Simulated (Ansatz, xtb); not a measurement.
**C5H6O3S: which of two isomers lies lower**

Structure a: `O=C1COCS/C1=C\O`, a singlet. Structure b: `O=CC1=C(O)COCS1`, a singlet. Both are isolated molecules in the gas phase, relaxed with B3LYP-D3(BJ)/def2-SVP; the shapes shown needn't be the lowest conformers.

a (Å):

```csv
atom,x (Å),y (Å),z (Å)
C,0.5420,-1.9995,0.1231
C,1.4549,-1.4645,1.2349
C,1.1756,0.7991,0.6278
C,0.0499,-1.0805,-0.9209
C,-0.9914,-1.4659,-1.7042
O,0.1719,-3.1572,0.2095
O,2.0395,-0.1870,1.0765
O,-1.5983,-0.7067,-2.6112
S,0.7685,0.5391,-1.1537
H,0.8386,-1.4989,2.1574
H,2.2758,-2.1829,1.3671
H,0.2312,0.8316,1.2028
H,1.6877,1.7684,0.6924
H,-1.4051,-2.4736,-1.6134
H,-1.2314,0.1972,-2.5574
```

b (Å):

```xyz
15

C    -0.0827   -0.2267    1.6783
C     0.7253   -0.7611    0.6074
C     1.9887   -1.2271    0.9075
C     2.9321   -1.8598   -0.0843
C     1.1489   -2.2038   -1.5864
O     0.3099   -0.1296    2.8473
O     2.4769   -1.2034    2.1332
O     2.4955   -1.8753   -1.4194
S     0.0431   -0.8445   -1.0404
H    -1.1112    0.1057    1.4132
H     1.7671   -0.7757    2.7108
H     3.1528   -2.8826    0.2879
H     3.8816   -1.3018   -0.0599
H     0.8783   -3.1183   -1.0256
H     0.9646   -2.3539   -2.6581
```

Quicker runs give these differences E(b) − E(a): GFN2-xTB −3.5 kcal/mol; HF/STO-3G −7.7 kcal/mol (at GFN2-xTB geometries); r2SCAN-D4/def2-SVP −6.9 kcal/mol (at GFN2-xTB geometries).

Q: Estimate E(b) − E(a) at the level CCSD(T)/def2-SVP + ΔMP2/def2-TZVPP.

A: Calculated at CCSD(T)/def2-SVP + ΔMP2/def2-TZVPP: E(b) − E(a) = −4.9 kcal/mol, so structure b lies lower.

How the difference moves with the method:

```tsv
level	geometry	E(b) − E(a) (kcal/mol)	departure from the last row (kcal/mol)	job, with rough time for the two
GFN2-xTB	GFN2-xTB	−3.5	+1.4	optimisation, 0.24 s
HF/STO-3G	GFN2-xTB	−7.7	−2.8	single point, 0.98 s
r2SCAN-D4/def2-SVP	GFN2-xTB	−6.9	−2.0	single point, 11 s
B3LYP-D3(BJ)/def2-SVP	B3LYP-D3(BJ)/def2-SVP	−6.7	−1.8	optimisation, 2.2 min
HF/def2-SVP	B3LYP-D3(BJ)/def2-SVP	−2.4	+2.5	part of the CCSD(T) run
MP2/def2-SVP	B3LYP-D3(BJ)/def2-SVP	−6.2	−1.2	part of the CCSD(T) run
CCSD(T)/def2-SVP	B3LYP-D3(BJ)/def2-SVP	−5.5	−0.6	single point
CCSD(T)/def2-SVP + ΔMP2/def2-TZVPP	B3LYP-D3(BJ)/def2-SVP	−4.9		single point, 6.4 min
```

As drawn, both hold the same kinds of bond in the same numbers.

The levels shown agree on the order. The largest departure from CCSD(T)/def2-SVP + ΔMP2/def2-TZVPP is that of HF/STO-3G, 2.8 kcal/mol. The last row adds to CCSD(T) the change of the MP2 difference between the two basis sets, here +0.6 kcal/mol.

With thermal terms from frequencies at re-optimised GFN2-xTB minima (ideal gas, soft modes damped towards free rotors, one conformer each, 298.15 K, 1 atm): the zero-point term adds −0.3 kcal/mol; ΔH is −5.5 and ΔG −4.9 kcal/mol.

The correlated steps freeze 13 core orbitals. Codes used: Ansatz 0.2.0, xtb 6.7.1; the last row on 2 threads of Arm Neoverse V1 on a shared host.
